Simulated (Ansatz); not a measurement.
Cost and result for the atomization energy of C3H9O2Sb (`CC[O][SbH][O]C`) (15 atoms, 14 bonds).

```xyz
15

C    -0.7187   -2.6018    0.3336
C    -0.7004   -1.1221    0.6459
O     0.4490   -0.4897    0.1185
Sb    0.3424    0.3396   -1.6571
O    -0.1185    2.1480   -1.0847
C     0.6432    2.7821   -0.0818
H    -0.7856   -2.7731   -0.7448
H    -1.5763   -3.0877    0.8067
H     0.1944   -3.0769    0.6976
H    -0.6792   -0.9667    1.7304
H    -1.6256   -0.6491    0.2837
H     2.0460    0.5977   -1.6122
H     1.6881    2.9148   -0.3916
H     0.6341    2.2171    0.8562
H     0.2071    3.7679    0.0996
```

Total charge 0; spin multiplicity 1. Correlated methods include outer-core shells of Sb, which these sets cover unevenly. Sb: def2 effective core potential. Geometry: relaxed with PBE0-D4/def2-TZVP. It is one conformer, not always the lowest. Program: Ansatz. All runs use 2 threads of an AMD EPYC 7R13 on a shared host and a share of an NVIDIA H100 80 GB. Times are those of one run each, without the atoms' runs, and a repeat can differ threefold. Electronic energies, without spin–orbit coupling; frozen cores. CCSD(T)/CBS adds CCSD(T) − MP2 in def2-TZVPP to the MP2 limit, and its time is that of the two runs behind it. T1 = 0.014. With those shells the extrapolation isn't a true limit. B3LYP takes the VWN-RPA correlation (the form of Gaussian; ORCA's B3LYP/G).

CCSD(T)/CBS is a level of theory with its own doubt, some kJ/mol a heavy atom from the limit and from the frozen cores, so smaller differences don't rank the functionals.

```tsv
level	functions	wall time
PBE-D4/def2-TZVPP (with forces)	331	6.5 s
PBE0-D4/def2-TZVPP	331	8 s
B3LYP-D4/def2-TZVPP (with forces)	331	8.5 s
B2PLYP/def2-TZVPP	331	9.5 s
r2SCAN-D4/def2-TZVPP (with forces)	331	11 s
ωB97X-V/def2-TZVPP	331	15 s
MP2/def2-QZVPP	637	15 s
ωB97M-V/def2-TZVPP (with forces)	331	17 s
CCSD(T)/def2-TZVPP	331	31 s
CCSD(T)/CBS(def2)	–	46 s
```

Task: What atomization energy does each give, and how far from CCSD(T)/CBS? (An estimate is asked.)

Result: Ansatz gave: 
```
                             level  atomization (kJ/mol)  difference from CCSD(T)/CBS  per bond
   PBE-D4/def2-TZVPP (with forces)                5562.2                        107.2       7.7
                PBE0-D4/def2-TZVPP                5431.5                        -23.5      -1.7
 B3LYP-D4/def2-TZVPP (with forces)                5452.5                         -2.5      -0.2
                 B2PLYP/def2-TZVPP                5380.1                        -74.9      -5.3
r2SCAN-D4/def2-TZVPP (with forces)                5442.0                        -13.0      -0.9
                ωB97X-V/def2-TZVPP                5464.5                          9.5       0.7
                    MP2/def2-QZVPP                5453.0                         -2.0      -0.1
  ωB97M-V/def2-TZVPP (with forces)                5444.0                        -11.0      -0.8
                CCSD(T)/def2-TZVPP                5296.5                       -158.5     -11.3
                 CCSD(T)/CBS(def2)                5455.0                          0.0       0.0
```

From PBE to PBE0 (25 % exact exchange), in def2-TZVPP and without D4, the atomization energy moves by −125.8 kJ/mol: exact exchange takes away binding that semilocal exchange gives to molecules. In def2-TZVPP, CCSD(T) changes the Hartree–Fock value by +1485.1 kJ/mol (the triples alone add +88.4 kJ/mol) and MP2 by +1546.0 kJ/mol; breaking electron pairs costs correlation energy, which Hartree–Fock lacks. The D4 term adds +52.2 kJ/mol with B3LYP and +27.7 kJ/mol with PBE0; it sums over pairs of atoms, weighted by their polarisabilities, and B3LYP, whose exchange is more repulsive, gets the larger term.
